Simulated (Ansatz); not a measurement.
Gas-phase electronic energies from Ansatz, PBE0-D4/def2-TZVP geometries. CCSD(T)/CBS is the MP2 limit (def2-TZVPP, def2-QZVPP) plus CCSD(T) − MP2 in def2-TZVPP, frozen cores. Each species was taken in one conformer, which may not be the lowest.

Reaction (formal exchange of groups at the Si–O bond): `C=C[SiH2]O[SiH3]` + `C=C(N)[SiH3]` → `C=C(N)[SiH2][SiH3]` + `C=C[SiH2]O`

```
             species  HF/CBS(def2) energy (Eh)
  `C=C[SiH2]O[SiH3]`                -733.31594
      `C=C(N)[SiH3]`                -423.24710
`C=C(N)[SiH2][SiH3]`                -713.36206
        `C=C[SiH2]O`                -443.14851
```

Problem. Work out ΔE.

Solution. ΔE = (-713.36206) + (-443.14851) − (-733.31594) − (-423.24710) = 0.05247 Eh = +32.9 kcal/mol. CCSD(T)/CBS gives +24.8 kcal/mol.

Largest T1 diagnostic among the species: 0.013.

Leaving LDA and LC-ωPBE aside and taking each functional with its dispersion term where it has one, the values, not all of them listed here, spread over 9.6 kcal/mol, from PBE-D4 to BHLYP-D4. From r2SCAN to r2SCAN0 (25 % exact exchange), in def2-TZVPP and without D4, ΔE moves by +0.9 kcal/mol.
